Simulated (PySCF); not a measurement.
# Correlation energy of Sb³⁺ (antimony, charge +3)

[Kr] 4d10 5s2, closed-shell 1S. Calculation: PySCF 2.14, in ANO-RCC-VTZP (7s6p4d2f1g, 68 functions); scalar relativity by spin-free X2C-1e. Frozen: [Ar] 3d10; 20 electrons correlated.

| level | correlation energy (mhartree) |
| --- | --- |
| CCSD | -586.37 |
| (T) | -11.90 |
| CCSD(T) | -598.27 |

Diagnostics: T1 = 0.0055, D1 = 0.0198, largest double amplitude 0.073.

Is a single reference adequate?

Mostly. T1 lies below 0.03, but a double amplitude of this size points to a near-degeneracy that CCSD handles and MP2 describes poorly.
